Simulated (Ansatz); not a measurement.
Input for Ansatz (a program for electronic structure): R-CCSD(T)/def2-SVP on CH4OSn (SMILES C[O][SnH]), a point of a torsion scan. Elements past Kr take the def2 small-core potentials; no spin–orbit coupling. The run froze 11 orbitals, filled d shells among them.

Ansatz 0.2 input:
```yaml
crystal:
  periodic: [false, false, false]
  atoms:
    - {symbol: C, position_ang: [-0.82939256, -0.27185500, 0.19935540]}
    - {symbol: O, position_ang: [-0.48527300, 0.79854661, -0.64271688]}
    - {symbol: Sn, position_ang: [-0.52535743, 1.67967222, -2.42974973]}
    - {symbol: H, position_ang: [-0.41705245, -1.20935826, -0.17728480]}
    - {symbol: H, position_ang: [-1.91317014, -0.37410319, 0.27205226]}
    - {symbol: H, position_ang: [-0.42165841, -0.07671520, 1.19429378]}
    - {symbol: H, position_ang: [-1.49596469, 0.45295321, -3.54348688]}
basis:
  gaussian:
    orbitals: def2-SVP
magnetization: {spin_polarized: false}
correlation: {method: ccsd_t, electrons: outside_noble_gas}
scf: {lower_state_search: off}
```

It printed:

```
WARN ansatz: RAYON_NUM_THREADS=1 ignored (pool sized by the plan → 1); use --threads N
Functional definition: HF
these checks for a lower state are left out or cut short: stability, starts, cluster_reference, orbital_swaps, neighbouring_geometries, increment
integrals: 0.06 GiB planned
822 factors; integrals over basis functions are off by at most 1.3e-3 eV
mean field: 0.18 GiB planned
mean field evaluation 1: about -8930.5210 eV, gradient 3.3e1 eV
mean field evaluation 2: about -8930.6122 eV, gradient 3.3e1 eV
mean field evaluation 4: about -8933.1799 eV, gradient 2.9e0 eV
mean field evaluation 8: about -8933.2228 eV, gradient 2.1e-1 eV
mean field -8933.22318167 eV, -328.2898967702 hartree, gradient 1.4e-6 eV, S^2 0.000000; 0 other end points of the search recorded, 0 dependent functions left out
11 core orbitals not correlated
reference -8933.22318167 eV, -328.2898967702 hartree; 9, 9 occupied and 54, 54 virtual orbitals, 822 factors
second order -10.89928918 eV of doubles, -0.00000000 eV of singles
coupled cluster: 0.16 GiB planned
cycle   1  -11.32716291 eV  change   -4.3e-1 eV  update   1.1e-1
cycle   2  -11.70017595 eV  change   -3.7e-1 eV  update   4.2e-2
cycle   3  -11.85676343 eV  change   -1.6e-1 eV  update   2.9e-2
cycle   4  -11.85139657 eV  change    5.4e-3 eV  update   9.7e-3
cycle   5  -11.84746913 eV  change    3.9e-3 eV  update   5.2e-3
cycle   6  -11.84914602 eV  change   -1.7e-3 eV  update   2.1e-3
cycle   7  -11.84858426 eV  change    5.6e-4 eV  update   7.8e-4
cycle   8  -11.84853452 eV  change    5.0e-5 eV  update   2.0e-4
cycle   9  -11.84864282 eV  change   -1.1e-4 eV  update   8.4e-5
cycle  10  -11.84863752 eV  change    5.3e-6 eV  update   3.1e-5
cycle  11  -11.84864402 eV  change   -6.5e-6 eV  update   1.6e-5
perturbative correction -0.32558208 eV, -0.0119649207 hartree
Total energy: -8945.39740776 eV, -328.7372913272 hartree
Checks for a lower state left out: stability, starts, cluster_reference, orbital_swaps, neighbouring_geometries, increment
```

Self-consistency was reached.

Cost: roughly 3 core-seconds.
